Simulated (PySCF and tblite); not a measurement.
Values are calculated unless marked as measured or tabulated.
## Conformers and averaged properties: C₄H₃ClS₂, numbered as in [SH:1][c:2]1[s:3][cH:4][cH:5][c:6]1[Cl:7]

Search: ETKDG and KDG, MMFF94s, GFN2-xTB, 60 starts; geometries at GFN2-xTB. Weights use LC-wPBE-D3(BJ)/pcSseg-1 (IEF-PCM, dimethylsulfoxide) energies plus GFN2-xTB zero-point and thermal terms (modes under about 100 cm⁻¹ blended into free rotors). Symmetry numbers and mirror images are counted. Conformers within 2.5 kcal/mol (GFN2-xTB free energy) were kept, 5 at most. GIAO shieldings: LC-wPBE/pcSseg-1 (IEF-PCM, dimethylsulfoxide). Shifts are against TMS (¹H), TMS (¹³C) at the same level. Run with PySCF (density fitting) and tblite.

Torsions listed: H1–S1–C2–S3.

```
conformer  shape  symmetry  E(GFN2) kcal/mol  E(DFT) kcal/mol  G(298.15 K) kcal/mol  weight %  dipole D
        1     0°        Cs              0.82             0.00                  0.00      73.0      3.22
        2   180°        Cs              0.00             0.42                  0.59      27.0      1.62
```

Weights (%) against temperature:

```json
{"T (K)": "250", "1": "75.7", "2": "24.3", "S(mix) cal/mol/K": "1.10"}
{"T (K)": "298.15", "1": "73.0", "2": "27.0", "S(mix) cal/mol/K": "1.16"}
{"T (K)": "350", "1": "70.8", "2": "29.2", "S(mix) cal/mol/K": "1.20"}
```

Averaged shifts at 298.15 K. ¹H: 7.42 (H4, 1H), 7.19 (H5, 1H) ppm. ¹³C: 147.2 (C2), 139.3 (C5), 139.2 (C4), 133.8 (C6) ppm.

Coordinates of conformer 1 (Å):

```xyz
10

S     2.672    0.033   -0.216
C     0.931   -0.100   -0.063
S     0.120   -1.611    0.192
C    -1.414   -0.827    0.213
C    -1.308    0.511    0.035
C     0.035    0.930   -0.123
Cl    0.503    2.564   -0.367
H     2.906   -1.270   -0.064
H    -2.298   -1.416    0.357
H    -2.139    1.190    0.014
```

Coordinates of conformer 2 (Å):

```xyz
10

S     2.494   -0.927   -0.542
C     0.806   -0.546   -0.294
S    -0.429   -1.660   -0.773
C    -1.661   -0.591   -0.216
C    -1.153    0.552    0.305
C     0.261    0.580    0.261
Cl    1.197    1.903    0.851
H     2.925    0.218   -0.012
H    -2.687   -0.879   -0.312
H    -1.743    1.354    0.709
```

The minima are those of GFN2-xTB; planar forms about aryl–S or allylic bonds may be saddles in DFT. Other tautomers (keto or thione forms) aren't considered and may dominate. H on N, O and S are left out: they exchange, and hydrogen bonds move them by several ppm. Shifts are unscaled: against experiment ¹³C can be off by 15 ppm or more and ¹H by 0.8 ppm.
